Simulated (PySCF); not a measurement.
Vertical excitation energies

Species: C₇H₁₄Si₂.
InChI=1S/C7H14Si2/c1-3-7(5-8)6-9-4-2/h1,4,7H,2,5-6,9H2,8H3/t7-/m0/s1

Level of theory: TDDFT wB97X-D/def2-SVPD, vertical, gas phase, core orbitals frozen in the response (PySCF 2.14.0, density-fitted response routines). One conformer (not necessarily the lowest) at the PBE0-D3(BJ)/def2-SVP geometry, without solvent, vibrations or thermal averaging. Torsions of this conformer, `[CH:1]#[C:2][C@@H:3]([CH2:4][SiH3:5])[CH2:6][SiH2:7][CH:8]=[CH2:9]`: C2–C3–C4–Si5 -53°, C2–C3–C6–Si7 175°, C3–C6–Si7–C8 -165°, C6–Si7–C8–C9 117°.

Problem. Predict the UV-vis stick spectrum at this level.

Solution. 

```tsv
state	E (eV)	λ (nm)	ν̃ (cm⁻¹)	f	|μ| (D)	main configurations (H = HOMO, L = LUMO)
S1	6.55	189.4	52790	0.0002	0.10	H-1→L+3 (22%), H-1→L+13 (10%)
S2	6.74	184.0	54340	0.026	1.01	H-4→L (38%), H→L (11%)
S3	6.78	182.8	54710	0.0022	0.29	H-1→L+3 (16%), H→L+1 (10%)
S4	6.81	182.0	54940	0.0056	0.47	H-4→L (41%)
S5	7.15	173.5	57640	0.575	4.61	H-2→L (50%), H→L (42%)
S6	7.67	161.6	61880	0.051	1.33	H→L+1 (31%), H→L+5 (16%), H→L+4 (14%)
S7	7.70	161.0	62110	0.023	0.88	H-2→L+2 (42%), H→L+2 (36%)
S8	7.71	160.7	62210	0.058	1.41	H-1→L+1 (38%), H-1→L+5 (17%), H-1→L+4 (12%)
S9	8.01	154.8	64610	0.019	0.78	H-5→L (32%), H-6→L (23%), H-3→L (12%)
S10	8.20	151.2	66120	0.0072	0.48	H-2→L+4 (16%), H→L+4 (12%), H→L+2 (9%)
```

Triplets, Tamm–Dancoff:

| state | E (eV) | λ (nm) | main configurations (H = HOMO, L = LUMO) |
| --- | --- | --- | --- |
| T1 | 4.35 | 285.3 | H-2→L (58%), H→L (27%) |
| T2 | 5.44 | 228.0 | H→L+3 (12%), H-1→L+5 (9%), H-1→L+6 (9%) |
| T3 | 6.00 | 206.5 | H-1→L+5 (13%), H-1→L+6 (12%), H→L+3 (11%) |
| T4 | 6.00 | 206.5 | H-1→L+3 (18%), H-1→L+13 (8%) |

The lowest singlet comes at 189 nm (632 kJ/mol) in the vacuum ultraviolet; it is dark (f under 0.0005); its leading configuration is HOMO-1→LUMO+3 (22%). The strongest level in the table is S5 at 7.15 eV (173 nm, f = 0.575). Löwdin shares by element: HOMO carbon 70% or more (atoms not listed hold the other 30%); LUMO carbon 67% or more, silicon 9% or more, hydrogen 5% or more (atoms not listed hold the other 19%). Weighted by f, the mean energy of these states is 7.25 eV. The listed states span 1.65 eV, and the widest gap between neighbours is 0.53 eV (S5 to S6). Orbital energies (eV): HOMO-3 -10.67, HOMO-2 -9.96, HOMO-1 -9.70, HOMO -9.51, LUMO 1.28, LUMO+1 1.97, LUMO+2 2.27. All these states lie below the vertical ionisation energy of 9.63 eV (ΔSCF). The window holds the lowest 10 singlets.
